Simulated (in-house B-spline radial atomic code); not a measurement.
Radial electron density of Mn7+, [He] 2s2 2p5 3s2 3p6 5d1. Method: Dirac-Hartree-Fock, average of configuration, Fermi nucleus of rms radius 3.7057 fm. Calculated with an all-electron radial atomic-structure program (B-spline basis).

Columns: r (bohr), 4πr²n(r) (electrons per bohr), bar.

```
 0.00223   0.6606 #
 0.00274   0.9655 #
 0.00337    1.405 ##
 0.00414    2.027 ###
 0.00508    2.892 ####
 0.00624     4.09 ######
 0.00766    5.702 ########
 0.00941    7.831 ###########
  0.0116     10.6 ###############
  0.0142    13.86 ####################
  0.0174    17.63 ##########################
  0.0214    21.72 ################################
  0.0263    25.59 #####################################
  0.0323    28.61 ##########################################
  0.0396    30.08 ############################################
  0.0487    29.59 ###########################################
  0.0598     27.3 ########################################
  0.0734     24.3 ###################################
  0.0901    22.31 #################################
   0.111    22.92 #################################
   0.136    26.08 ######################################
   0.167    29.64 ###########################################
   0.205    30.14 ############################################
   0.252    25.54 #####################################
   0.309    17.71 ##########################
    0.38    11.28 ################
   0.466    9.926 ##############
   0.572    12.08 ##################
   0.703    13.01 ###################
   0.863    10.18 ###############
    1.06    5.531 ########
     1.3     2.11 ###
     1.6   0.6146 #
    1.96   0.1317 
    2.41  0.01013 
    2.96   0.2209 
    3.64   0.4209 #
    4.46   0.2895 
    5.48  0.08226 
    6.73 0.009174 
    8.27 0.0003434 
    10.2 3.24e-06 
    12.5 8.224e-09
```

On this grid the curve has 4 maxima, near 0.0396, 0.205, 0.703, 3.64 bohr.

The 5d5/2 radial function P(r) = rR(r), positive near the nucleus, with its small component Q(r) (sign convention: Q ≈ (P' + κP/r)/2c):

```tsv
r (bohr)	P	Q
0.0263	0.001079	-3.124e-05
0.0396	0.003312	-9.371e-05
0.0598	0.009758	-0.0002678
0.0901	0.02664	-0.0007047
0.136	0.06611	-0.001672
0.205	0.142	-0.003411
0.309	0.249	-0.005739
0.466	0.3157	-0.007444
0.703	0.1892	-0.006333
1.06	-0.1904	-0.00163
1.6	-0.4361	0.003446
2.41	0.08199	0.002678
3.64	0.6487	-0.001834
5.48	0.2871	-0.001368
8.27	0.01857	-0.0001019
```
